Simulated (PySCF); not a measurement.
**Electron correlation in Pd²⁸⁺ (palladium, charge +28)**

Starting occupation: [Ar]. Computed with PySCF 2.14 in an even-tempered Gaussian basis (19 s from 1.4 bohr⁻², ratio 2.6; 14 p from 1.9 bohr⁻², ratio 2.6; 6 d from 1.9 bohr⁻², ratio 2.8; 3 f from 36 bohr⁻², ratio 2.8), with X2C-1e with screened-nucleus spin-orbit coupling, Gaussian nucleus. Frozen: [Ne]; 8 electrons correlated; the 64 highest virtual spinors left out.

MP2 pair energies summed by pair of shells (mhartree):

```json
{"pair": "3p3/2-3p3/2", "energy": "-150.46", "share (%)": "40.0"}
{"pair": "3p1/2-3p3/2", "energy": "-140.02", "share (%)": "37.2"}
{"pair": "3p1/2-3p1/2", "energy": "-37.45", "share (%)": "10.0"}
{"pair": "3p3/2-3s1/2", "energy": "-22.80", "share (%)": "6.1"}
{"pair": "3s1/2-3s1/2", "energy": "-13.45", "share (%)": "3.6"}
{"pair": "3p1/2-3s1/2", "energy": "-11.83", "share (%)": "3.1"}
```

Total MP2 correlation energy: -376.02 mhartree.

The virtual space was cut to 50 spinors, which keep -362.01 of the -376.02 mhartree of MP2 correlation.

```tsv
level	correlation energy (mhartree)
CCSD	-400.07
(T)	-2.75
CCSD(T)	-402.82
```

Diagnostics: T1 = 0.00041, largest double amplitude 0.043.

Is a single reference adequate?

Yes: T1 lies below 0.03 and no double amplitude reaches 0.07.

The coupled-cluster values are those of the cut space; adding the MP2 remainder, -14.01 mhartree, estimates the full space.

At this charge the one-electron X2C treatment keeps the bare 1/r₁₂, with no two-electron picture change or Breit term. The effect here is smaller than on the frozen 1s shell.
